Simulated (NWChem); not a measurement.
System: C$_{2}$H$_{4}$ClF; SMILES Cl[C@@H](C)F

Question: Give the equilibrium geometry at PBE0/def2-SVP (NWChem) as a Z-matrix, with the point group.

Answer: point group C1; any orientation.
```
C
F 1 1.3544
H 1 1.1008 2 108.23
C 1 1.5023 3 112.90 2 122.18
H 4 1.0978 1 110.66 3 58.60
H 4 1.0990 5 109.02 1 -120.79
H 4 1.1003 5 109.09 6 -118.93
Cl 1 1.7903 3 105.65 2 -116.46
```
